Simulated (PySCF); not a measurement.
**How methods differ on the ionisation energy of Os**

Os [Xe] 4f14 5d6 6s2 (5D) → Os⁺ [Xe] 4f14 5d6 6s1 (6D), as a difference of total energies. Computed with PySCF 2.14 in cc-pVTZ-PP with ECP60MDF, with scalar relativity through the core potential. Correlated levels: valence: 5s2 5p6 frozen. The calculations carry no spin-orbit coupling.

**Question.** Order these methods by the ionisation energy they give, lowest first.
A. MN15
B. MP2 (valence)
C. UHF
D. r2SCAN

**Answer.** C (6.526 eV), B (8.021 eV), D (8.048 eV), A (8.443 eV).

Errors of the correlated levels include the incompleteness of this basis and the frozen core.

MP2 underrates the near-degeneracy of ns² with np² in the lower species.

For comparison: 8.473 eV (measured; NIST levels, between the centres of gravity of the two terms).
